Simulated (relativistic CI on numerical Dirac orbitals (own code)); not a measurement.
**Ce XXVI: sensitivity of the levels to the model**

Base calculation: Dirac-Coulomb-Breit CI, separate exchange-only KLI orbitals for each configuration, a model potential for QED, unscaled Slater integrals.

CI space (outside the closed core [Ar] 3d10): 4s2.4p3, 4s.4p4, 4s2.4p2.4d, 4p5, 4s.4p3.4d, 4s2.4p2.4f, 4s.4p3.4f, 4p4.4d, 4s.4p2.4d2, 4s2.4p.4d.4f, 4p4.4f, 4s2.4p.4d2, 4s2.4d3, 4s.4p.4d3, 4s2.4d2.4f, 4s.4p.4d2.4f, 4p3.4d2, 4p2.4d3, 4p2.4d2.4f. Double excitations out of closed p, d and f shells are left out; levels of such configurations are missing from the list, as are those of other unlisted configurations, and high levels can miss mixing partners.

Variants: (1) P86 correlation estimate; (2) one mean potential for all configurations. Shifts of the energy above 4s2.4p3 2P°_3/2, in cm⁻¹, for the lowest level and the first level of each name with at least 55 % of one term (blank where a level changes its place among those of its configuration and J or its character, or is not in the variant):

| Level | Base | Δ(1) | Δ(2) |
| --- | --- | --- | --- |
| 4s2.4p3 2P°_3/2 | 0 | 0 | 0 |
| 4s2.4p3 2D°_5/2 | 198053 | +18 | +13 |
| 4s2.4p3 2P°_1/2 | 238148 | +7 | -5 |
| 4s.4p4 4P_5/2 | 637409 | +601 | +109 |
| 4s.4p4 2D_5/2 | 875031 | +721 | +79 |
| 4s2.4p2.4d 2F_5/2 | 958333 | +1091 | -31 |
| 4s2.4p2.4d 4D_1/2 | 978582 | +978 | +4 |
| 4s2.4p2.4d 2D_3/2 | 1126199 | +1102 | -21 |
| 4s2.4p2.4d 2D_5/2 | 1137322 | +1113 | -21 |
| 4s.4p3.4d 6D°_1/2 | 1412967 | +1562 | +72 |
| 4s.4p3.4d 6D°_9/2 | 1446790 | +1631 | +67 |
| 4s.4p3.4d 4F°_5/2 | 1579838 | +1665 | +50 |
| 4s.4p3.4d 4F°_7/2 | 1598216 | +1675 | +46 |

At this charge energies of transitions that change n are usually good to better than 1 %, and those within a shell (Δn = 0) to a few per cent.

Ionisation energy from the two ground configurations alone: base 861.89 eV; P86 correlation estimate 863.508 eV. The NIST ASD value (theoretical) is 862 eV.

LS names give the leading component of a level, which can be under half, so a name can repeat, a term be missing and a line seem to break the LS rules.
